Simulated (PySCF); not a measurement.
## Electronic absorption of (Cl)3Si-NH-SiH3

(Cl)3Si-NH-SiH3.
Bonds: Si1–Cl2, Si1–Cl3, Si1–Cl4, Si1–N5, N5–Si6. Hydrogens: H7 on N5; H8, H9, H10 on Si6.

Theory: PySCF 2.14.0, density-fitted response routines, TDDFT CAM-B3LYP/def2-SVPD, vertical, gas phase, core orbitals frozen in the response. Geometry: PBE0-D3(BJ)/def2-SVP; no solvent, vibrations or thermal averaging.

**Question.** Predict the UV-vis stick spectrum at this level.

**Answer.** 

| state | λ (nm) | E (eV) | f | \|μ\| (D) | main configurations (H = HOMO, L = LUMO) |
| --- | --- | --- | --- | --- | --- |
| S1 | 180.1 | 6.89 | 0.0076 | 0.54 | H→L (79%), H→L+1 (11%) |
| S2 | 168.2 | 7.37 | 0.0003 | 0.09 | H→L+1 (72%) |
| S3 | 163.0 | 7.60 | 0.013 | 0.67 | H→L+2 (68%) |
| S4 | 160.1 | 7.74 | 0.0018 | 0.25 | H-1→L (60%), H-1→L+1 (28%) |
| S5 | 152.8 | 8.11 | 0.034 | 1.05 | H-2→L (38%), H→L+3 (13%), H-2→L+1 (9%) |
| S6 | 151.9 | 8.16 | 0.0020 | 0.25 | H→L+5 (25%), H→L+6 (18%), H-3→L (17%) |
| S7 | 150.9 | 8.22 | 0.117 | 1.94 | H→L+4 (29%), H-2→L (17%), H→L+7 (15%) |
| S8 | 149.9 | 8.27 | 0.043 | 1.17 | H→L+3 (31%), H-3→L (19%), H→L+4 (15%) |
| S9 | 147.7 | 8.40 | 0.059 | 1.36 | H-3→L (19%), H-3→L+1 (16%), H→L+5 (10%) |
| S10 | 145.1 | 8.55 | 0.030 | 0.97 | H-4→L (22%), H-1→L+2 (10%), H-6→L (9%) |

Triplets (Tamm–Dancoff): T1 6.49 eV, H→L (71%), H→L+1 (11%); T2 7.14 eV, H→L+1 (60%), H-3→L (9%); T3 7.30 eV, H-1→L (49%), H-1→L+1 (28%); T4 7.45 eV, H→L+2 (70%).

The lowest singlet comes at 180 nm (664 kJ/mol) in the vacuum ultraviolet; it is weak; its leading configuration is HOMO→LUMO (79%). The strongest level in the table is S7 at 8.22 eV (151 nm, f = 0.117). Löwdin shares by element: HOMO nitrogen 50%, silicon 12% or more, chlorine 10% or more, hydrogen 8% or more (atoms not listed hold the other 20%); LUMO chlorine 45%, silicon 22% or more (atoms not listed hold the other 33%). The listed states span 1.66 eV, and the widest gap between neighbours is 0.49 eV (S1 to S2). Of the 10 states listed, 6 reach f = 0.01 and 1 stays under 0.0005. Weighted by f, the mean energy of these states is 8.22 eV. The window holds the lowest 10 singlets.

Time: 47 s (grids of density and orbitals included); peak memory 0.84 GiB. Hardware: Arm Neoverse V1, one thread, shared host with 32 logical CPUs at a one-minute load of 26.
